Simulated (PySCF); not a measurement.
# SrAs: a base run and its variants

Base input, run as `python input.py` with PySCF 2.14:

```python
from pyscf import gto, scf

mol = gto.M(
    atom='Sr 0 0 0; As 0 0 2.885',
    basis='ano-rcc-vdzp',
    charge=0,
    spin=3,
    symmetry=True,
    verbose=4,
)
mf = scf.UHF(mol)
mf = mf.sfx2c1e()
mf.kernel()
mf.analyze()
print('orbital energies (hartree):', [e[max(0, n-3):n+3].round(4) for e, n in zip(mf.mo_energy, mol.nelec)])
```

Base result: E(SCF) = -5436.304298 Eh, 12 cycles, ⟨S²⟩ = 3.763, μz(SCF) = -4.91 D. The bond length is a typed value, not an optimised one. No search for the lowest solution was made.

Wall time 9.8 s on one thread of a shared host.

Each row names what differs from the base; energies in brackets are changes from the base.

| change | result |
| --- | --- |
| charge: 0 → 1; spin (2S): 3 → 4 [another spin of the ion may lie lower] [a high spin state] | E(SCF) = -5436.096523 Eh (+5.6538 eV), 11 cycles, ⟨S²⟩ = 6.001 |
| electric field along z (a.u.): none → 0.2; point-group symmetry: on → off [unsound on purpose] [may be another electronic state] | E(SCF) = -5439.629727 Eh (-90.4896 eV), 11 cycles, ⟨S²⟩ = 3.751, μz(SCF) = 73.41 D |
| step after the SCF: analyze → stability; point-group symmetry: on → off | E(SCF) = -5436.304298 Eh (+0.0000 eV), 12 cycles, ⟨S²⟩ = 3.763, μz(SCF) = -4.91 D, internal stable; real -> complex stable; UHF/UKS -> GHF/GKS stable |
| length unit: angstrom → bohr [unsound on purpose] | not converged: SCF after 50 cycles |
